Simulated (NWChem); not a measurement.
# GeH3O3, doublet; SMILES [OH][Ge]([OH])[OH]

```xyz
7

O     -0.5144    -1.5643     0.4971
Ge     0.0000     0.0000    -0.1792
O      1.6120     0.3367     0.4971
O     -1.0975     1.2277     0.4971
H      0.1366    -2.2603     0.3457
H      1.8892     1.2485     0.3457
H     -2.0258     1.0119     0.3457
```
Atoms are numbered in this order, from 1.

Level: PBE0/def2-SVP, spin-unrestricted (NWChem), optimised geometry, unscaled harmonic frequencies. In the optimisation the excess spin sits in a (C3, its own frame).

Task: List the harmonic frequencies with IR intensities, and the thermochemistry.

Result: 
| frequency (cm⁻¹) | IR intensity (km/mol) |
|---|---|
| 94 | 42.8 |
| 94 | 42.8 |
| 157 | 230.3 |
| 252 | 10.6 |
| 252 | 10.6 |
| 270 | 37.2 |
| 672 | 23.7 |
| 702 | 122.9 |
| 702 | 122.9 |
| 851 | 53.9 |
| 865 | 114.0 |
| 865 | 114.0 |
| 3887 | 146.2 |
| 3887 | 146.2 |
| 3889 | 0.3 |

The zero-point energy is 24.9 kcal/mol and the thermal correction to the enthalpy at 298.15 K (with zero-point energy) is 29.9 kcal/mol. The heat capacity Cv is 21.2 cal/(mol K) and the dipole moment is 1.79 D.

Rigid rotor and harmonic oscillator; modes under 100 cm⁻¹ make the entropy uncertain.
